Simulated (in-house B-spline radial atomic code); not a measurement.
Mn⁺ is squeezed into an impenetrable sphere of radius R (the orbitals vanish at R). Computed with a radial B-spline atomic code at the basis-set limit: scalar-relativistic (X2C) Hartree-Fock, spin-polarised, averaged over the determinants with the given up and down occupations, Fermi nucleus of rms radius 3.7057 fm.

Energies in eV above the free ion in [Ar] 3d5 4s1:

```csv
R (bohr),highest level (eV),[Ar] 3d5 4s1,[Ne] 3s2 3p5 3d5 4s1 4f1,[Ar] 3d5 4p1
9.65,-15,0.001013,62.11,4.525
6.23,-14.8,0.1955,66.93,5.197
5.02,-14,1.043,72.54,6.911
3.97,-10.9,4.499,84.28,12.13
3.31,-4.64,12.11,101.4,21.91
2.89,4.39,24.15,122.8,36.11
2.74,9.51,31.43,134.4,44.35
2.11,56.6,110.1,240.9,128
1.87,98.1,193,341.3,212.5
1.42,281,649,851.8,666.4
```

Does [Ne] 3s2 3p5 3d5 4s1 4f1 fall below [Ar] 3d5 4s1 under compression?

No, it stays above over the whole range.

Does [Ar] 3d5 4p1 fall below [Ar] 3d5 4s1 under compression?

No, it stays above over the whole range.

The highest level is first positive in the row R = 2.89 bohr, pushed up by confinement above the zero of the free ion's potential. Each configuration is held fixed and needn't be the lowest in the sphere.
